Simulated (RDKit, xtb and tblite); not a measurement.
Internal rotation in C13H11N, SMILES c1(ccccn1)C=Cc1ccccc1, singlet. Scanned: dihedral C2–C1–C9–C10 and dihedral C1–C2–C3–N8; all other coordinates were relaxed at GFN2-xTB. Points at φ and −φ are mirror images. Heavy atoms are numbered in the order of the SMILES C(=Cc1ccccn1)c1ccccc1, hydrogens after them in the order of the atoms that carry them; the mirror image has the same energies with the sign of each dihedral reversed.

- GFN2-xTB (xtb and tblite)
- MMFF94 // GFN2-xTB (RDKit)
- UFF // GFN2-xTB (RDKit)

Energies in kJ/mol at chosen points (x: dihedral C2–C1–C9–C10 (°); y: dihedral C1–C2–C3–N8 (°)), relative to x = -30, y = 0:

```tsv
method	(-120, 60)	(90, 60)	(-150, 30)	(90, 120)	(90, -150)	(30, 90)	(120, 90)
GFN2-xTB	23.8	29.9	4.7	29.0	20.9	23.0	30.1
MMFF94	15.0	17.3	3.9	14.8	9.7	17.6	20.2
UFF	27.3	37.7	3.6	39.2	28.9	29.0	38.9
```
